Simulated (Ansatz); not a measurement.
Question: Name a neutral molecule of Al, Br, N and H with size of the dipole moment (B3LYP/def2-TZVPP) between 2.55 and 2.85 D and HOMO energy (PBE/def2-TZVPP) between -6.15 and -5.85 eV (Ansatz, PBE0-D4/def2-TZVP geometry).

Answer: `[NH2][Al]([NH2])[Br]` (2.56 D, -5.86 eV). Other molecules can fit too; these were computed, each in one conformer that needn't be the lowest.

B3LYP here is the variant with VWN-RPA as its local correlation; programs differ in this.
